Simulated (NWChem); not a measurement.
Ionisation of CH6HfO

```xyz
9

Hf     0.3353    -0.3458     0.0000
O     -0.9874     1.0173     0.0000
C     -1.9615     2.0241     0.0000
H     -1.4867     3.0196     0.0000
H     -2.6007     1.9411    -0.8951
H     -2.6007     1.9411     0.8951
H     -0.5339    -1.9957     0.0000
H      1.3755    -0.1472     1.5354
H      1.3755    -0.1472    -1.5354
```
Charge 0, spin multiplicity 1.

The numbers come from NWChem runs, not from measurements. The geometry was optimised at B3LYP/def2-SVP with def2 effective core potentials on Hf, held to Cs symmetry and with no frequency check, so it may be a saddle point.

Basis set: def2-SVPD. The species with one electron less has spin multiplicity 2 and keeps the geometry of the parent. Δ marks differences of total energies (open shells unrestricted). −ε marks an orbital energy of the parent. That orbital need not have the symmetry of the hole or added electron in the Δ rows.

Effective core potentials replace the inner electrons of Hf; spin-orbit coupling is left out. B3LYP has NWChem's definition, with VWN1-RPA local correlation. The structure started from a generated list of species. No SCF solution was tested for a lower state.

Problem. For the first vertical ionisation energy, −ε(HOMO) of BLYP gives 6.46 eV and ΔB3LYP gives 9.97 eV. What do −ε(HOMO) of B3LYP, −ε(HOMO) of r2SCAN, −ε(HOMO) of HF give?

Solution. −ε(HOMO) of B3LYP: 7.68 eV; −ε(HOMO) of r2SCAN: 6.87 eV; −ε(HOMO) of HF: 11.19 eV.
